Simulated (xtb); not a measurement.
SnI3, SMILES [I][Sn+]([I])[I], charge +1. All values are semi-empirical tight-binding results from xtb (GFN2-xTB unless named), good for trends rather than for accurate numbers. Coordinates come from a GFN2-xTB optimisation. The multiplicity is an assumed one; no other spin state was optimised. The isomer is the one that the SMILES or the coordinates give; other isomers of the formula were not compared.

For metal compounds this method's bond lengths and energies can be far off.

```json
{
  "point_group_as_xtb_finds_it": "D3h",
  "orbital_gap": "0.96 eV",
  "zero_point_energy": "1.0 kcal/mol",
  "G − E(el) at 298.15 K (modified RRHO)": "-22.0 kcal/mol"
}
```
